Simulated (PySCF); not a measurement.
A structure optimised at B3LYP-D3(BJ)/def2-SVP, used in a PySCF frequency run:

```xyz
5

Pt     0.0000     0.0000     0.0000
O      0.9944     0.9944     0.9944
O     -0.9944     0.9944    -0.9944
O     -0.9944    -0.9944     0.9944
O      0.9944    -0.9944    -0.9944
```
Charge +2, spin multiplicity 1.

Write its SMILES, formula and point group.

[O]=[Pt+2](=[O])(=[O])=[O], O4Pt, Td

What are its rotational constants (standard atomic weights)?

3.9932, 3.9932, 3.9932 GHz
